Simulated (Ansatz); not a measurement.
Cl3GeHO (`[OH][Ge]([Cl])([Cl])[Cl]`). Total charge 0; spin multiplicity 1. The structure was optimised at the PBE0-D4/def2-TZVP level. It is one conformer, not always the lowest.

```xyz
6

O     0.395   -0.231   -1.385
Ge    0.025    0.179    0.271
Cl   -2.049    0.571    0.509
Cl    0.550   -1.409    1.581
Cl    1.155    1.902    0.715
H    -0.076   -1.013   -1.691
```

Problem. What is the dipole moment at ωB97M-V/def2-TZVPP? (An estimate is asked.)

Solution. Computed: 1.41 D, with components (-0.57, -1.11, -0.66) D in this frame, pointing from negative to positive charge.

Problem. And with PBE, r2SCAN, B3LYP? (Estimate.)

Solution. Ansatz gave: PBE 1.39 D, r2SCAN 1.43 D, B3LYP 1.41 D.

Problem. Give the Mulliken charges with ωB97M-V, B3LYP, r2SCAN in def2-TZVPP. (An estimate is asked.)

Solution. Computed: 
| atom | ωB97M-V | B3LYP | r2SCAN |
| --- | --- | --- | --- |
| O1 | -0.37 | -0.37 | -0.39 |
| Ge2 | 0.83 | 0.90 | 0.93 |
| Cl3 | -0.22 | -0.25 | -0.26 |
| Cl4 | -0.22 | -0.25 | -0.26 |
| Cl5 | -0.20 | -0.23 | -0.24 |
| H6 | 0.18 | 0.19 | 0.20 |

B3LYP here is the variant with VWN-RPA as its local correlation; programs differ in this.
